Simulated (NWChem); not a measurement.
Species: ScCl2, doublet; SMILES [Cl][Sc][Cl]

Results from NWChem. Spin-unrestricted. Structure relaxed at the PBE-D3(BJ)/def2-SVP, spin-unrestricted level. This spin state was assumed; another may lie lower. No stability test was run on the SCF state.

Problem. Among these, which level gives the lowest value of “dipole (D)”?
A. N12/def2-SVP
B. CAM-B3LYP/def2-SVP
C. LC-BLYP (range parameter 0.33 per bohr)/def2-SVP

Solution. C, LC-BLYP (range parameter 0.33 per bohr)/def2-SVP. Values: LC-BLYP (range parameter 0.33 per bohr)/def2-SVP 3.80; N12/def2-SVP 3.93; CAM-B3LYP/def2-SVP 4.08
